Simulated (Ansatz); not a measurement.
`OB([SiH3])CI` + H–F → `OB([SiH3])CF` + HI  (substitution at a C–I bond)

Program: Ansatz. Geometries: PBE0-D4/def2-TZVP. ΔE: electronic, gas phase. CBS: MP2 limit from def2 TZ/QZ plus the TZ coupled-cluster correction, frozen cores. This one scheme is used for every species. Functionals use def2-TZVPP. B3LYP here is the variant with VWN-RPA as its local correlation; programs differ in this. Elements past krypton have def2 core potentials. For I outer-core shells are correlated without core-valence functions, which leaves a few kJ/mol of doubt a bond. Each species was taken in one conformer, which may not be the lowest.

```json
{"level": "PBE-D4", "ΔE (kJ/mol)": "61.5"}
{"level": "ωB97M-V", "ΔE (kJ/mol)": "53.4"}
{"level": "r2SCAN", "ΔE (kJ/mol)": "54.4"}
{"level": "B3LYP", "ΔE (kJ/mol)": "41.0"}
{"level": "SCS-MP2/def2-TZVPP", "ΔE (kJ/mol)": "71.0"}
{"level": "CCSD/def2-TZVPP", "ΔE (kJ/mol)": "59.8"}
{"level": "HF/def2-QZVPP", "ΔE (kJ/mol)": "30.5"}
{"level": "HF/CBS(def2)", "ΔE (kJ/mol)": "30.6"}
```

Q: What does CCSD(T)/CBS give? (An estimate is asked.)

A: The calculation gave: +75.8 kJ/mol. The listed levels differ from it by -14.3, -22.4, -21.4, -34.8, -4.8, -16.0, -45.3, -45.2 kJ/mol.

Largest T1 diagnostic among the species: 0.013.

In def2-TZVPP, CCSD(T) changes the Hartree–Fock value by +36.8 kJ/mol (the triples alone add +6.8 kJ/mol) and MP2 by +54.9 kJ/mol. The D4 term adds +13.6 kJ/mol with B3LYP and +7.2 kJ/mol with PBE0; it sums over pairs of atoms, weighted by their polarisabilities, and B3LYP, whose exchange is more repulsive, gets the larger term.
